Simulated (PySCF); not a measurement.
SMILES Cl[SiH](Cl)C[SiH](Cl)Cl, CAM-B3LYP/def2-SVP optimised geometry.

```
11

Si    -0.46    -0.48    -3.12
Cl    -0.95    -1.83    -4.59
Cl     1.48     0.15    -3.41
C     -0.57    -1.33    -1.46
Si     0.17    -0.44     0.00
Cl    -0.47    -1.36     1.73
Cl    -0.49     1.51     0.00
H     -1.36     0.68    -3.25
H     -1.64    -1.51    -1.25
H     -0.09    -2.31    -1.54
H      1.64    -0.44     0.00
```

Density from CAM-B3LYP/def2-TZVP (PySCF) at that geometry.

Minimum of the electron density along straight lines between bonded atoms, close to the bond critical point (lines longer than 1.1 times the sum of covalent radii, or with two minima, are not listed):

```
bond     length / Å  ρ at the minimum / e bohr⁻³  ∇²ρ there / e bohr⁻⁵  position (fraction from the first atom)
-------  ----------  ---------------------------  --------------------  ---------------------------------------
Si1–Cl2       2.061                        0.100                  0.20                                     0.36
Si1–Cl3       2.064                        0.099                  0.19                                     0.36
Si1–C4        1.862                        0.126                  0.16                                     0.39
C4–Si5        1.862                        0.126                  0.16                                     0.61
Si5–Cl6       2.061                        0.100                  0.20                                     0.36
Si5–Cl7       2.064                        0.099                  0.19                                     0.36
Si1–H8        1.474                        0.130                  0.12                                     0.49
C4–H9         1.103                        0.263                 -0.85                                     0.64
C4–H10        1.103                        0.263                 -0.85                                     0.64
Si5–H11       1.474                        0.130                  0.12                                     0.49
```
